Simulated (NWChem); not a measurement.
Everything below was run with NWChem. System: CH7Si2, charge 0, spin multiplicity 2, at a geometry optimised with UB3LYP/def2-SVP. The structure started from a generated list of species. Its SCF solution wasn't tested for a lower state. Level: UBLYP/def2-TZVP.

Input file:

```
start mol
memory heap 200 mb stack 900 mb global 1100 mb
geometry units angstroms nocenter noautoz noautosym
  Si     1.624121     0.360288     0.062953
  C      0.106533    -0.694774    -0.358919
  Si    -1.574680    -0.016116     0.182700
  H      2.898953    -0.325587    -0.318339
  H      1.557999     1.700361    -0.599133
  H      0.085375    -0.845153    -1.455154
  H      0.241184    -1.692922     0.093245
  H     -2.671109    -0.933530    -0.248657
  H     -1.815815     1.325682    -0.425445
  H     -1.627965     0.121374     1.667840
end
basis spherical
  * library def2-tzvp
end
dft
  xc becke88 lyp
  odft
  mult 2
  semidirect memsize 60000000 filesize 0
  iterations 100
end
task dft energy
```

Part of the output:

```
             Northwest Computational Chemistry Package (NWChem) 7.3.0
             --------------------------------------------------------

                                NWChem Input Module
                                -------------------

 Scaling coordinates for geometry "geometry" by  1.889725989
 (inverse scale =  0.529177249)

                             Geometry "geometry" -> ""
                             -------------------------

 Output coordinates in angstroms (scale by  1.889725989 to convert to a.u.)

  No.       Tag          Charge          X              Y              Z
 ---- ---------------- ---------- -------------- -------------- --------------
    1 Si                  14.0000     1.62412100     0.36028800     0.06295300
    2 C                    6.0000     0.10653300    -0.69477400    -0.35891900
    3 Si                  14.0000    -1.57468000    -0.01611600     0.18270000
    4 H                    1.0000     2.89895300    -0.32558700    -0.31833900
    5 H                    1.0000     1.55799900     1.70036100    -0.59913300
    6 H                    1.0000     0.08537500    -0.84515300    -1.45515400
    7 H                    1.0000     0.24118400    -1.69292200     0.09324500
    8 H                    1.0000    -2.67110900    -0.93353000    -0.24865700
    9 H                    1.0000    -1.81581500     1.32568200    -0.42544500
   10 H                    1.0000    -1.62796500     0.12137400     1.66784000

 Effective nuclear repulsion energy (a.u.)     140.2164564584

            Nuclear Dipole moment (a.u.)
            ----------------------------
        X                 Y               Z
 ---------------- ---------------- ----------------
    -0.0000113384    -0.0000207870    -0.0000283459


 Summary of "ao basis" -> "" (spherical)
 ------------------------------------------------------------------------------
       Tag                 Description            Shells   Functions and Types
 ---------------- ------------------------------  ------  ---------------------
 *                         def2-tzvp                  on all atoms
[...]
 overlap   0.901  0.988  0.608  0.760  0.788  0.978  0.988  0.959  0.940  0.942

   alpha     51     52     53     54     55     56     57     58     59     60
    beta     51     52     53     54     55     56     57     58     59     60
 overlap   0.987  0.991  0.996  0.994  0.985  0.989  0.980  0.991  0.995  0.995

   alpha     61     62     63     64     65     66     67     68     69     70
    beta     61     62     63     64     65     66     67     68     69     70
 overlap   0.994  0.990  0.960  0.957  0.961  0.942  0.838  0.843  0.943  0.987

   alpha     71     72     73     74     75     76     77     78     79     80
    beta     71     72     72     74     75     76     77     78     79     80
 overlap   0.912  0.685  0.705  0.987  0.972  0.952  0.900  0.948  0.931  0.973

   alpha     81     82     83     84     85     86     87     88     89     90
    beta     81     82     83     84     86     85     88     87     89     90
 overlap   0.927  0.939  0.934  0.988  0.969  0.942  0.955  0.991  0.958  0.956

   alpha     91     92     93     94     95     96     97     98     99    100
    beta     91     92     93     94     95     96     97     98     99    100
 overlap   0.991  0.994  1.000  0.998  0.983  0.984  0.995  0.997  0.998  0.996

   alpha    101    102    103    104    105    106    107    108    109    110
    beta    101    102    103    104    105    106    107    108    109    110
 overlap   0.996  0.996  0.999  0.988  0.964  0.972  0.994  1.000  0.999  0.995

   alpha    111    112    113    114    115    116    117    118    119    120
    beta    111    112    113    114    115    116    117    118    119    120
 overlap   0.993  0.997  0.998  0.997  1.000  0.999  0.999  0.995  0.995  0.998

   alpha    121    122    123    124    125    126    127    128    129    130
    beta    121    122    123    124    125    126    127    128    129    130
 overlap   0.999  0.999  1.000  0.982  0.981  0.995  1.000  1.000  1.000  0.996

   alpha    131    132    133    134    135    136    137    138    139    140
    beta    131    132    133    134    135    136    137    138    139    140
 overlap   0.997  0.998  1.000  0.999  0.999  1.000  1.000  1.000  0.999  0.996

   alpha    141    142    143    144    145    146    147
    beta    141    142    143    144    145    146    147
 overlap   0.999  0.996  0.992  0.992  1.000  1.000  1.000

     --------------------------
     Expectation value of S2:
     --------------------------
      <S2> =      0.7516 (Exact =     0.7500)

 center of mass
 --------------
 x =   0.03325050 y =   0.01604138 z =   0.03199279

 moments of inertia (a.u.)
 ------------------
          96.216274937231         -61.792448077715          31.894467285335
         -61.792448077715         627.337372159092         -12.718180827441
          31.894467285335         -12.718180827441         664.816795804507

     Multipole analysis of the density
     ---------------------------------

     L   x y z        total         alpha         beta         nuclear
     -   - - -        -----         -----         ----         -------
     0   0 0 0     -0.000000    -21.000000    -20.000000     41.000000

     1   1 0 0     -0.011656     -1.533596      1.521951     -0.000011
     1   0 1 0     -0.302208     -0.542858      0.240670     -0.000021
     1   0 0 1     -0.150848     -0.543187      0.392367     -0.000028

     2   2 0 0    -29.892889   -191.564869   -180.045046    341.717025
     2   1 1 0     -0.307249    -17.936934    -15.284525     32.914210
     2   1 0 1      0.092211      9.317258     12.423600    -21.648647
     2   0 2 0    -27.755078    -40.067110    -37.462717     49.774749
     2   0 1 1      0.018488     -3.822503     -2.586758      6.427749
     2   0 0 2    -27.878331    -28.780901    -23.761779     24.664349

 Task  times  cpu:       23.4s     wall:       23.4s

 Total times  cpu:       23.5s     wall:       23.5s
```
